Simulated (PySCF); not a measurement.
# The second ionisation energy along the 3d series

All values are computed (PySCF 2.14, energy differences of UHF-based or UKS calculations, no spin-orbit coupling). Values in eV. The last column holds reference values (NIST; (s) semi-empirical, (t) theoretical, else measured). Unmarked ones compare directly (S terms, centres of terms, or small fine structure); those marked * lie between the lowest fine-structure levels and include a spin-orbit shift.

```tsv
element	configurations	UHF	MP2 (valence)	SCS-MP2 (valence)	reference
Sc (cc-pVTZ, non-relativistic)	[Ar] 3d1 4s1 → [Ar] 3d1	12.157	12.246	12.187	12.800 *
Ti (cc-pVTZ, non-relativistic)	[Ar] 3d2 4s1 → [Ar] 3d2	12.852	13.028	12.911	13.575 *
V (cc-pVTZ, non-relativistic)	[Ar] 3d4 → [Ar] 3d3	13.279	14.026	13.528	14.634 ± 0.007 *
Cr (cc-pVTZ, non-relativistic)	[Ar] 3d5 → [Ar] 3d4	15.134	16.103	15.457	16.486 *
Mn (cc-pVTZ, non-relativistic)	[Ar] 3d5 4s1 → [Ar] 3d5	14.692	15.119	14.835	15.640
Fe (cc-pVTZ, non-relativistic)	[Ar] 3d6 4s1 → [Ar] 3d6	15.114	15.669	15.429	16.199 *
Co (cc-pVTZ, non-relativistic)	[Ar] 3d8 → [Ar] 3d7	14.336	16.993	16.890	17.084 *
Ni (cc-pVTZ, non-relativistic)	[Ar] 3d9 → [Ar] 3d8	15.163	18.329	18.033	18.169 *
Zn (cc-pVTZ-PP with ECP10MDF, ECP)	[Ar] 3d10 4s1 → [Ar] 3d10	16.839	17.727	17.576	17.964
```

"Valence" correlates the outer s and p shells and, in groups 3 to 12 and the f block, the outer d or f shell, open or full, or the next shell where the ion has no valence electron left; the wider scheme adds the next inner shell.
